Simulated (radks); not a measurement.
Coulomb parameter of the 5d shell of the osmium ion Os+ in the model configuration [Xe] 4f14 5d6 6s1, as a second difference U = [E(n + 1) + E(n - 1) - 2 E(n)] / (1)^2 with all orbitals relaxed. "Bare": the charge of the atom changes with n. "Screened": the 6s shell takes up the change at fixed total charge, which measures U(5d,5d) + U(6s,6s) - 2 U(5d,6s). Method: Dirac Kohn-Sham, PBE, spin-unpolarised, spherical densities, point nucleus; open shells are shared between the two j in proportion to 2j + 1; computed with a radial shooting solver on a logarithmic mesh with Libxc functionals.

[
 {"case": "start", "configuration": "[Xe] 4f14 5d6 6s1", "E - E(n) (eV)": "0.000"},
 {"case": "bare +1", "configuration": "[Xe] 4f14 5d7 6s1", "E - E(n) (eV)": "-9.277"},
 {"case": "bare -1", "configuration": "[Xe] 4f14 5d5 6s1", "E - E(n) (eV)": "19.566"},
 {"case": "screened +1", "configuration": "[Xe] 4f14 5d7", "E - E(n) (eV)": "-0.542"},
 {"case": "screened -1", "configuration": "[Xe] 4f14 5d5 6s2", "E - E(n) (eV)": "1.501"}
]

U(bare) = 10.289 eV, U(screened by 6s) = 0.959 eV.
